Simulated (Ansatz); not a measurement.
Basis-set series for `[OH][Hf]([Cl])([Cl])[I]`. The species carries charge 0 and has multiplicity 1. Hf, I: def2 effective core potential. The geometry is a stationary point of PBE0-D4/def2-TZVP. It is one conformer, not always the lowest.

Cartesian coordinates in Å:
```
O -0.1175 0.7604 -1.2839
Hf -0.0301 -0.1674 0.3471
Cl -0.0365 1.3705 2.1017
Cl -1.8871 -1.5681 0.5297
I 2.2465 -1.6348 0.4109
H -0.1752 1.2394 -2.1055
```

| functional | basis | functions | energy (Eh) | HOMO (eV) | LUMO (eV) |
| --- | --- | --- | --- | --- | --- |
| PBE0-D4 | def2-SVP | 113 | -1341.52597 | -8.03 | -1.69 |
| PBE0-D4 | def2-TZVPP | 235 | -1341.95811 | -8.04 | -1.73 |
| ωB97M-V | def2-SVP | 113 | -1341.74271 | -10.08 | 0.34 |
| ωB97M-V | def2-TZVPP | 235 | -1342.17437 | -10.12 | 0.26 |

Q: Give the rows for def2-QZVPP. (Estimate.)

A: Ansatz gave: 
```json
{"functional": "PBE0-D4", "basis": "def2-QZVPP", "functions": "390", "energy (Eh)": "-1341.99070", "HOMO (eV)": "-8.06", "LUMO (eV)": "-1.76"}
{"functional": "ωB97M-V", "basis": "def2-QZVPP", "functions": "390", "energy (Eh)": "-1342.20530", "HOMO (eV)": "-10.14", "LUMO (eV)": "0.21"}
```

Positive LUMOs are unbound and depend on the basis.
